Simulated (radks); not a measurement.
Results of a calculation; reference values are marked as such.
Question: W3+, configuration [Xe] 4f14 5d3 (the NIST ground configuration). Code: a radial shooting solver on a logarithmic mesh with Libxc functionals. Model: scalar-relativistic Kohn-Sham, PBE, spin-unpolarised, spherical densities, finite nucleus; Fermi nuclear charge, rms radius 5.3658 fm. Some entries of the table are withheld. Estimate them.

| orbital | occ. | eigenvalue (eV) | r(max) (bohr) |
|---|---|---|---|
| 1s | 2 | -69499.34 | (1) |
| 2s | 2 | -12020.30 | 0.06568 |
| 2p | 6 | -10518.48 | 0.05388 |
| 3s | 2 | -2790.769 | 0.1853 |
| 3p | 6 | -2345.804 | 0.1834 |
| 3d | 10 | -1833.321 | 0.1494 |
| 4s | 2 | -598.7867 | 0.4206 |
| 4p | 6 | -452.7854 | 0.4412 |
| 4d | 10 | -267.5264 | 0.4522 |
| 5s | 2 | (2) | 0.9620 |
| 5p | 6 | -71.8278 | 1.089 |
| 4f | 14 | -62.2628 | 0.4287 |
| 5d | 3 | -31.1089 | 1.434 |

Answer: 
(1) 1s r(max) (bohr): 0.01146
(2) 5s eigenvalue (eV): -107.9239
